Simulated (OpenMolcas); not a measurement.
Rh+: effect of the basis set

```yaml
Program: OpenMolcas 26.06
Method: CASSCF
Active_space: 8 electrons in 6 orbitals (4d 5s)
State_averaging: 2S+1 = 3 even, 55 roots; 2S+1 = 5 even, 10 roots kept (CI in the orbitals of an earlier block); 2S+1 = 1 even, 43 roots kept (CI in the orbitals of an earlier block)
Spin-orbit_coupling: state interaction with AMFI integrals over the reference wave functions, term energies averaged over their components
```

A. ANO-R1 [6s4p3d1f], X2C, finite nucleus; cost of the order of 110 core-seconds
B. ANO-RCC-VDZP [6s5p3d1f], DKH2, point nucleus; cost of the order of 100 core-seconds
C. ANO-R2 [7s5p4d2f1g], X2C, finite nucleus; cost about 50 core-seconds
D. ANO-RCC-VTZP [7s6p4d2f1g], DKH2, point nucleus; cost roughly 50 core-seconds
E. ANO-R3 [8s6p5d3f2g1h], X2C, finite nucleus; cost of the order of 120 core-seconds
F. ANO-RCC-VQZP [8s7p5d3f2g1h], DKH2, point nucleus; cost about 40 core-seconds

Energies in cm-1 above 4d8 3F4, the measured ground level; measured values from NIST Handbook of Basic Atomic Spectroscopic Data.

```json
{"Level": "4d8 3F4", "A": "0.0", "B": "0.0", "C": "0.0", "D": "0.0", "E": "0.0", "F": "0.0", "Measured": "0.0"}
{"Level": "4d8 3F3", "A": "2544", "B": "2576", "C": "2491", "D": "2488", "E": "2518", "F": "2522", "Measured": "2401"}
{"Level": "4d8 3F2", "A": "3947", "B": "3984", "C": "3881", "D": "3878", "E": "3916", "F": "3921", "Measured": "3581"}
{"Level": "4d7 5s 5F5", "A": "9704", "B": "8284", "C": "6705", "D": "6317", "E": "6304", "F": "6376", "Measured": "16885"}
{"Level": "4d8 3P2 [52 %]", "A": "10959", "B": "10821", "C": "10868", "D": "10902", "E": "10831", "F": "10864", "Measured": ""}
{"Level": "4d7 5s 5F4", "A": "11316", "B": "9920", "C": "8286", "D": "7894", "E": "7903", "F": "7975", "Measured": "18540"}
{"Level": "4d7 5s 5F3", "A": "12550", "B": "11167", "C": "9495", "D": "9103", "E": "9125", "F": "9200", "Measured": "19792"}
{"Level": "4d7 5s 5F2", "A": "13409", "B": "12037", "C": "10341", "D": "9949", "E": "9980", "F": "10055", "Measured": "20647"}
{"Level": "4d8 3P1", "A": "13807", "B": "13665", "C": "13579", "D": "13617", "E": "13549", "F": "13598", "Measured": "10515"}
{"Level": "4d7 5s 5F1", "A": "13977", "B": "12583", "C": "10878", "D": "10485", "E": "10521", "F": "10598", "Measured": "21180"}
{"Level": "4d8 3P0", "A": "14187", "B": "14029", "C": "13962", "D": "14003", "E": "13939", "F": "13986", "Measured": "10761"}
{"Level": "4d8 1G4 [72 %]", "A": "18286", "B": "18065", "C": "18625", "D": "18495", "E": "18514", "F": "18520", "Measured": "14855"}
{"Level": "4d7 5s 3F4(1) [70 %]", "A": "20556", "B": "19666", "C": "17445", "D": "16767", "E": "17034", "F": "16965", "Measured": "25377"}
{"Level": "4d7 5s 3F3(1)", "A": "22601", "B": "21661", "C": "19855", "D": "19041", "E": "19385", "F": "19301", "Measured": "27439"}
{"Level": "4d7 5s 3F2(1)", "A": "24000", "B": "23071", "C": "21248", "D": "20431", "E": "20793", "F": "20708", "Measured": "28835"}
{"Level": "4d7 5s 5P3", "A": "24149", "B": "22676", "C": "21266", "D": "20898", "E": "20884", "F": "20961", "Measured": ""}
{"Level": "4d7 5s 5P2", "A": "24658", "B": "23225", "C": "21837", "D": "21469", "E": "21467", "F": "21538", "Measured": ""}
{"Level": "4d7 5s 5P1", "A": "25491", "B": "24045", "C": "22625", "D": "22258", "E": "22262", "F": "22337", "Measured": ""}
{"Level": "4d7 5s 3G5", "A": "27084", "B": "25700", "C": "24331", "D": "23870", "E": "23914", "F": "23953", "Measured": ""}
{"Level": "4d7 5s 3G4", "A": "27986", "B": "26626", "C": "25236", "D": "24769", "E": "24830", "F": "24866", "Measured": ""}
{"Level": "4d7 5s 3G3", "A": "29133", "B": "27783", "C": "26335", "D": "25868", "E": "25942", "F": "25982", "Measured": ""}
{"Level": "4d7 5s 3H6", "A": "31919", "B": "30517", "C": "29204", "D": "28749", "E": "28795", "F": "28835", "Measured": ""}
{"Level": "4d7 5s 3P2(1) [59 %]", "A": "32147", "B": "30856", "C": "29638", "D": "29117", "E": "29231", "F": "29230", "Measured": ""}
{"Level": "4d7 5s 3H4 [62 %]", "A": "32846", "B": "31547", "C": "30219", "D": "29718", "E": "29824", "F": "29840", "Measured": ""}
```

Deviations, from unrounded energies. A percentage is the sum of absolute deviations over the sum of measured energies, with the sign that they share, or ± where signs differ.

```
                        Against measurement  Levels      A      B      C      D      E      F
             mean absolute deviation (cm-1)      13   4700   5400   6500   6900   6800   6800
      fine structure of the ground term (%)       2   +8.5   +9.7   +6.5   +6.4   +7.6   +7.7
other terms of the ground configuration (%)       3  +28.1  +26.6  +27.8  +27.6  +27.3  +27.6
                   other configurations (%)       8  -28.3  -33.7  -41.7  -44.0  -43.5  -43.4
```

A lies closest to measurement on these levels and D furthest from it. The largest miss of A in the table is 4d7 5s 5F3, by -7200 cm-1. The ranking rests on the paired levels alone, and a cruder setting can come out closer through cancelling errors.

Among A to F the level of the table that moves most is 4d7 5s 3F4(1) [70 %], by 3800 cm-1 (lowest in D, highest in A).

Without dynamic correlation excited terms often stand tens of per cent too high (terms of higher spin than the ground term too low), and those without a measured partner can miss by more than the paired ones. Some levels mix across a computed gap that differs much from the measured one, so their mixing is not that of the real levels. Terms from blocks run as CI alone lack orbitals of their own. A single d shell beside an s shell can misplace configurations of different d count against each other. Measured partners are found by configuration, term and J. A level has none where our copy of the source lacks it or the pairing is in doubt (some pairs that miss far off the trend of their configuration count as doubtful), and it then counts in no deviation. Only configurations of the active space appear. The table leaves out levels that lie high or whose names do not pair safely across all columns.

A share in square brackets marks a mixed level and gives the weight of the term that names it, the lowest over the columns. A number in round brackets counts repeated terms of one configuration in the order of the reference energies.
